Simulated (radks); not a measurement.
All-electron atom: Sn2+ in [Kr] 4d10 5s2. Method: scalar-relativistic Kohn-Sham, exchange-only LDA, spin-polarised, spherical densities, finite nucleus; Fermi nuclear charge, rms radius 4.6519 fm; computed with a radial shooting solver on a logarithmic mesh with Libxc functionals. Some entries of the table are withheld. Estimate them.

orbital  occ.  eigenvalue (eV)  <r> (bohr)  <1/r> (bohr^-1)
1s          2        -28993.10     0.02908            53.03
2s          2        -4390.945      0.1256            12.10
2p          6        -3945.896      0.1096            11.64
3s          2        -859.4264      0.3400            4.294
3p          6        -713.9597      0.3382            4.091
3d         10        -489.2538      0.3149            3.863
4s          2        -149.4478         (1)            1.699
4p          6        -105.3720      0.8860            1.542
4d         10         -41.6877       1.096            1.220
5s          2              (2)       2.223           0.5797
5p          0         -16.9961       2.687           0.4735
6s          0          -8.4170       5.160           0.2507

Answer. 
(1) 4s <r> (bohr): 0.8185
(2) 5s eigenvalue (eV): -25.2362
